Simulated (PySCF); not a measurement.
## Functional dependence of a UV spectrum

Compound: TiCl₄ (singlet state).
SMILES with atom numbers: `[Cl:1][Ti:2]([Cl:3])([Cl:4])[Cl:5]`

Structure used (PBE0-D3(BJ)/def2-SVP), in Å, numbered top down from 1:
```xyz
5
TiCl4 angstrom
Cl     1.9075   -0.7838    0.6683
Ti     0.0159   -0.0224   -0.0211
Cl    -1.0114   -1.5583   -1.1284
Cl    -1.1953    0.5700    1.6596
Cl     0.3754    1.6898   -1.2749
```

Linear-response calculations in the def2-SVPD basis (PySCF; singlets by full response, triplets Tamm–Dancoff, core orbitals frozen in the response; HF means time-dependent Hartree–Fock). 'Strongest' is the level of largest summed f among the singlets computed (10 roots, of which the last may lack a degenerate partner); it can jump between rows when another state enters that window. S1 is the lowest singlet of each run and needn't be the same state throughout; f(S1) is that of one state. Geometry: PBE0-D3(BJ)/def2-SVP; no solvent, vibrations or thermal averaging.

```csv
functional,kind,S1 (eV),f(S1),strongest (eV),T1 (eV),HOMO (eV),gap (eV),"ionisation energy, ΔSCF (eV)"
LDA,LDA,3.64,0.000,3.84,3.51,-8.50,3.60,11.22
PBE,GGA,3.67,0.000,3.87,3.52,-8.38,3.64,not settled
B3LYP,"global hybrid, 20% exact exchange",4.05,0.000,4.27,3.88,-9.44,5.27,11.47
PBE0,"global hybrid, 25% exact exchange",4.22,0.000,4.45,4.02,-9.75,5.75,11.61
BHandHLYP,"global hybrid, 50% exact exchange",4.80,0.000,5.04,4.56,-10.94,7.93,11.97
CAM-B3LYP,range-separated hybrid,4.31,0.000,4.56,4.12,-11.03,8.08,11.90
LC-wPBE,range-separated hybrid,4.51,0.000,4.78,4.28,-12.48,10.43,12.40
HF,Hartree–Fock,6.28,0.000,6.50,5.81,-12.94,12.77,not settled
```

**Question.** What does wB97X-D (range-separated hybrid) give?

**Answer.** S1 (eV) 4.29, f(S1) 0.000, strongest (eV) 4.54, T1 (eV) 4.12, HOMO (eV) -11.58, gap (eV) 9.26, ionisation energy, ΔSCF (eV) not settled. S1 runs from 3.64 eV (LDA) to 6.28 eV (HF), a spread of 2.65 eV, while the orbital gap spreads over 9.2 eV. Along PBE (0%), B3LYP (20%), PBE0 (25%), BHandHLYP (50%), HF (100%) S1 rises with the share of exact exchange. −ε(HOMO) comes closest to its own ΔSCF ionisation energy with LC-wPBE (+0.08 eV) and misses most with LDA (-2.72 eV). 'Not settled' means that the ion's SCF failed to converge or may have ended in another state than the lowest.
